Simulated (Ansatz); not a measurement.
C5H11F2Ga (`CC(C)(C)[CH2][Ga]([F])[F]`), 19 atoms. The species carries charge 0 and has multiplicity 1. Correlated methods include outer-core shells of Ga, which these sets cover unevenly. Scalar relativity is left out up to krypton. Hardware: A = 4 threads of an AMD EPYC 7R13 on a shared host; B = 4 threads of an AMD EPYC 7R13 on a shared host and a share of an NVIDIA H100 80 GB. Correlated methods freeze the cores. Open-shell runs search over several starts.

Problem. Give the basis size and wall time and peak host memory of each of these runs in Ansatz. UKS PBE0-D4/def2-TZVPP energy of the cation [B]; RKS B3LYP-D4/def2-TZVPP energy and forces [B]; RHF-CCSD(T)/def2-TZVPP energy [B]; RKS CAM-B3LYP-D4/def2-TZVPP energy [B]; UHF-MP2/def2-QZVPP energy of the cation [B]; RKS PBE-QIDH (frozen core)/def2-TZVPP energy [B]; RKS PBE0-D4/def2-SVP energy [A]; RKS ωB97M-V/def2-QZVPP energy [B]; UKS B3LYP-D4/def2-TZVPP energy of the cation [B]; RKS PBE0-D4/def2-TZVP relaxation (7 steps) [B]; RHF-CCSD(T)/def2-SVP energy [B]; UKS PBE-D4/def2-TZVPP energy of the cation [B]. (An estimate is asked.)

Solution. Computed: Other jobs shared the machine, so times are rough.

| level | job | functions | wall time | peak host memory (GiB) |
| --- | --- | --- | --- | --- |
| RKS PBE0-D4/def2-SVP | energy [A] | 185 | 3.7 s | 0.83 |
| RKS CAM-B3LYP-D4/def2-TZVPP | energy [B] | 419 | 6 s | 0.94 |
| RKS ωB97M-V/def2-QZVPP | energy [B] | 818 | 7 s | 1.5 |
| RKS B3LYP-D4/def2-TZVPP | energy and forces [B] | 419 | 7 s | 1 |
| UKS PBE0-D4/def2-TZVPP | energy of the cation [B] | 419 | 7.5 s | 1 |
| UKS B3LYP-D4/def2-TZVPP | energy of the cation [B] | 419 | 7.5 s | 1 |
| RKS PBE-QIDH (frozen core)/def2-TZVPP | energy [B] | 419 | 11 s | 2 |
| UKS PBE-D4/def2-TZVPP | energy of the cation [B] | 419 | 11 s | 1 |
| RHF-CCSD(T)/def2-SVP | energy [B] | 185 | 14 s | 0.8 |
| UHF-MP2/def2-QZVPP | energy of the cation [B] | 818 | 24 s | 1.7 |
| RKS PBE0-D4/def2-TZVP | relaxation (7 steps) [B] | 331 | 33 s | 1 |
| RHF-CCSD(T)/def2-TZVPP | energy [B] | 419 | 44 s | 1.9 |

B3LYP here is the variant with VWN-RPA as its local correlation; programs differ in this.
